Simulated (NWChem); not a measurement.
Everything below was run with NWChem. System: ClSi (+1), charge 1, spin multiplicity 1, optimised in this run. The structure started from a generated list of species. Level: PBE/def2-SVP.

Output (cleaned and shortened):

```
             Northwest Computational Chemistry Package (NWChem) 7.3.0
             --------------------------------------------------------

                                NWChem Input Module
                                -------------------

 Scaling coordinates for geometry "geometry" by  1.889725989
 (inverse scale =  0.529177249)

 Turning off AUTOSYM since
 SYMMETRY directive was detected!

          ------
          auto-z
          ------

                             Geometry "geometry" -> ""
                             -------------------------

 Output coordinates in angstroms (scale by  1.889725989 to convert to a.u.)

  No.       Tag          Charge          X              Y              Z
 ---- ---------------- ---------- -------------- -------------- --------------
    1 Si                  14.0000     0.00000000     0.00000000     1.05281823
    2 Cl                  17.0000     0.00000000     0.00000000    -0.86702677

 Effective nuclear repulsion energy (a.u.)      65.6012257562

            Nuclear Dipole moment (a.u.)
            ----------------------------
        X                 Y               Z
 ---------------- ---------------- ----------------
     0.0000000000     0.0000000000     0.0000000000

      Symmetry information
      --------------------

 Group name             C2v
 Group number             16
 Group order               4
 No. of unique centers     2

      Symmetry unique atoms

     1    2


 Summary of "ao basis" -> "" (spherical)
 ------------------------------------------------------------------------------
       Tag                 Description            Shells   Functions and Types
 ---------------- ------------------------------  ------  ---------------------
 *                          def2-svp                  on all atoms

  pbe96 is a nonlocal functional; adding pw91lda local functional.

                           NWChem Geometry Optimization
                           ----------------------------

 maximum gradient threshold         (gmax) =   0.000450
 rms gradient threshold             (grms) =   0.000300
 maximum cartesian step threshold   (xmax) =   0.001800
 rms cartesian step threshold       (xrms) =   0.001200
 fixed trust radius                (trust) =   0.300000
 maximum step size to saddle      (sadstp) =   0.100000
 energy precision                  (eprec) =   5.0D-06
 maximum number of steps          (nptopt) =   80
 initial hessian option           (inhess) =    0
 line search option               (linopt) =    1
 hessian update option            (modupd) =    1
 saddle point option              (modsad) =    0
 initial eigen-mode to follow     (moddir) =    0
 initial variable to follow       (vardir) =    0
 follow first negative mode     (firstneg) =    T
 apply conjugacy                    (opcg) =    F
 source of zmatrix                         =   autoz

          -------------------
          Energy Minimization
          -------------------

 Names of Z-matrix variables
    1

 Variables with the same non-blank name are constrained to be equal

 Using diagonal initial Hessian
 Scaling for Hessian diagonals: bonds = 1.00  angles = 0.25  torsions = 0.10

          --------
          Step   0
          --------

                         Geometry "geometry" -> "geometry"
                         ---------------------------------

 Output coordinates in angstroms (scale by  1.889725989 to convert to a.u.)

  No.       Tag          Charge          X              Y              Z
 ---- ---------------- ---------- -------------- -------------- --------------
    1 Si                  14.0000     0.00000000     0.00000000     1.05281823
    2 Cl                  17.0000     0.00000000     0.00000000    -0.86702677

 Effective nuclear repulsion energy (a.u.)      65.6012257562

            Nuclear Dipole moment (a.u.)
            ----------------------------
        X                 Y               Z
 ---------------- ---------------- ----------------
     0.0000000000     0.0000000000     0.0000000000

      Symmetry information
      --------------------

 Group name             C2v
 Group number             16
 Group order               4
 No. of unique centers     2
[...]
 d_dipole_x/<atom=   2,z> =    -0.0000     [   -0.0000]

 Y vector of derivative dipole (au) [debye/angstrom]
 d_dipole_y/<atom=   1,x> =     0.0000     [    0.0000]
 d_dipole_y/<atom=   1,y> =     0.8102     [    3.8914]
 d_dipole_y/<atom=   1,z> =     0.0000     [    0.0000]
 d_dipole_y/<atom=   2,x> =    -0.0000     [   -0.0000]
 d_dipole_y/<atom=   2,y> =     0.1898     [    0.9118]
 d_dipole_y/<atom=   2,z> =     0.0000     [    0.0000]

 Z vector of derivative dipole (au) [debye/angstrom]
 d_dipole_z/<atom=   1,x> =    -0.0000     [   -0.0000]
 d_dipole_z/<atom=   1,y> =     0.0000     [    0.0000]
 d_dipole_z/<atom=   1,z> =     1.7408     [    8.3612]
 d_dipole_z/<atom=   2,x> =    -0.0000     [   -0.0000]
 d_dipole_z/<atom=   2,y> =    -0.0000     [   -0.0000]
 d_dipole_z/<atom=   2,z> =    -0.7408     [   -3.5580]

 HESSIAN: the Hessian is done

  Vibrational analysis via the FX method

  See chapter 2 in "Molecular Vibrations" by Wilson, Decius and Cross

  Vib: Default input used

 ---------------------------- Atom information ----------------------------
     atom    #        X              Y              Z            mass
 --------------------------------------------------------------------------
    Si       1  0.0000000D+00  0.0000000D+00  2.0594893D+00  2.7976930D+01
    Cl       2  0.0000000D+00  0.0000000D+00 -1.7083944D+00  3.4968850D+01
 --------------------------------------------------------------------------

          ----------------------------------------------------
          MASS-WEIGHTED NUCLEAR HESSIAN (Hartree/Bohr/Bohr/Kamu)
          ----------------------------------------------------

               1            2            3            4            5            6
   ----- ----- ----- ----- -----
    1   -3.50701D-05
    2    8.97247D-07 -3.49067D-05
    3   -1.04977D-06  9.45120D-07  8.59375D+00
    4    3.11624D-05 -1.12352D-08  2.54195D-08 -2.86270D-05
    5   -1.12352D-08  3.11604D-05  2.48789D-09  4.34978D-08 -2.86341D-05
    6   -2.03132D-08  1.73857D-08 -7.68673D+00 -1.52900D-08  1.99070D-08  6.87546D+00


 ----------------------------------------------------------------------------
 Normal Eigenvalue ||         Derivative Dipole Moments (debye/angs)
  Mode   [cm**-1]  ||      [d/dqX]             [d/dqY]           [d/dqZ]
 ------ ---------- || ------------------ ------------------ -----------------
    1       -1.297 ||       0.329              -0.302             0.006
    2       -1.286 ||       0.297               0.323             0.000
    3       -0.160 ||       0.441              -0.407             0.069
    4       -0.042 ||      -0.414              -0.449             0.000
    5        0.354 ||      -0.054               0.050             0.601
    6      639.349 ||      -0.000               0.000             1.579
 ----------------------------------------------------------------------------

 ----------------------------------------------------------------------------
 Normal Eigenvalue ||                 Infra Red Intensities
  Mode   [cm**-1]  || [atomic units] [(debye/angs)**2] [(KM/mol)] [arbitrary]
 ------ ---------- || -------------- ----------------- ---------- -----------
    1       -1.297 ||    0.008654           0.200         8.437       3.002
    2       -1.286 ||    0.008334           0.192         8.125       2.891
    3       -0.160 ||    0.015811           0.365        15.414       5.484
    4       -0.042 ||    0.016158           0.373        15.751       5.604
    5        0.354 ||    0.015913           0.367        15.513       5.519
    6      639.349 ||    0.108118           2.494       105.399      37.500
 ----------------------------------------------------------------------------

        Vibrational analysis via the FX method
  --- with translations and rotations projected out ---
  --- via the Eckart algorithm                      ---
 Dependent rotation vector no.                    3
  found in ECKART; assuming linear geometry
 Projected Nuclear Hessian trans-rot subspace norm:7.7037D-34
                         (should be close to zero!)

          --------------------------------------------------------
          MASS-WEIGHTED PROJECTED HESSIAN (Hartree/Bohr/Bohr/Kamu)
          --------------------------------------------------------

               1            2            3            4            5            6
   ----- ----- ----- ----- -----
    1    0.00000D+00
    2    0.00000D+00  0.00000D+00
    3    0.00000D+00  0.00000D+00  8.59375D+00
    4   -6.77017D-21 -1.65287D-24 -3.96690D-23  0.00000D+00
    5    0.00000D+00  0.00000D+00 -8.26437D-23  5.91370D-24  0.00000D+00
    6   -4.95862D-23  6.61149D-24 -7.68674D+00  3.54822D-23  7.39212D-23  6.87545D+00

 center of mass
 --------------
 x =   0.00000000 y =   0.00000000 z =  -0.03371788

 moments of inertia (a.u.)
 ------------------
         220.652963940926           0.000000000000           0.000000000000
           0.000000000000         220.652963940926           0.000000000000
           0.000000000000           0.000000000000           0.000000000000

 Rotational Constants
 --------------------
 A=   0.000000 cm-1  (  0.000000 K)
 B=   0.272827 cm-1  (  0.392529 K)
 C=   0.272827 cm-1  (  0.392529 K)

 Temperature                      =   298.15K
 frequency scaling parameter      =   1.0000

 Linear Molecule

 Zero-Point correction to Energy  =    0.914 kcal/mol  (  0.001456 au)
 Thermal correction to Energy     =    2.482 kcal/mol  (  0.003955 au)
 Thermal correction to Enthalpy   =    3.074 kcal/mol  (  0.004898 au)

 Total Entropy                    =   53.869 cal/mol-K
   - Translational                =   38.321 cal/mol-K (mol. weight =  62.9458)
   - Rotational                   =   15.161 cal/mol-K (symmetry #  =        1)
   - Vibrational                  =    0.387 cal/mol-K

 Cv (constant volume heat capacity) =    5.915 cal/mol-K
   - Translational                  =    2.979 cal/mol-K
   - Rotational                     =    1.986 cal/mol-K
   - Vibrational                    =    0.949 cal/mol-K


 ----------------------------------------------------------------------------
 Normal Eigenvalue ||    Projected Derivative Dipole Moments (debye/angs)
  Mode   [cm**-1]  ||      [d/dqX]             [d/dqY]           [d/dqZ]
 ------ ---------- || ------------------ ------------------ -----------------
    1       -0.000 ||      -0.000               0.000             0.605
    2        0.000 ||       0.736               0.000            -0.000
    3        0.000 ||       0.000               0.736             0.000
    4        0.000 ||       0.154              -0.000            -0.000
    5        0.000 ||      -0.000               0.154            -0.000
    6      639.349 ||      -0.000               0.000             1.579
 ----------------------------------------------------------------------------

 ----------------------------------------------------------------------------
 Normal Eigenvalue ||           Projected Infra Red Intensities
  Mode   [cm**-1]  || [atomic units] [(debye/angs)**2] [(KM/mol)] [arbitrary]
 ------ ---------- || -------------- ----------------- ---------- -----------
    1       -0.000 ||    0.015887           0.367        15.487       5.510
    2        0.000 ||    0.023462           0.541        22.871       8.137
    3        0.000 ||    0.023462           0.541        22.871       8.137
    4        0.000 ||    0.001030           0.024         1.005       0.357
    5        0.000 ||    0.001030           0.024         1.005       0.357
    6      639.349 ||    0.108118           2.494       105.399      37.500
 ----------------------------------------------------------------------------

 Task  times  cpu:        9.2s     wall:        9.2s

 Total times  cpu:       13.8s     wall:       13.8s
```

Question: Write an NWChem input that would produce this output.

Answer: This is not unique; one that fits is 
```
start mol
memory heap 200 mb stack 900 mb global 1100 mb
charge 1
geometry units angstroms
  Si     0.000000     0.000000     1.052818
  Cl     0.000000     0.000000    -0.867027
  symmetry group C2v
end
basis spherical
  * library def2-svp
end
dft
  xc xpbe96 cpbe96
  semidirect memsize 60000000 filesize 0
  iterations 100
end
driver
  maxiter 80
end
task dft optimize
task dft freq
```
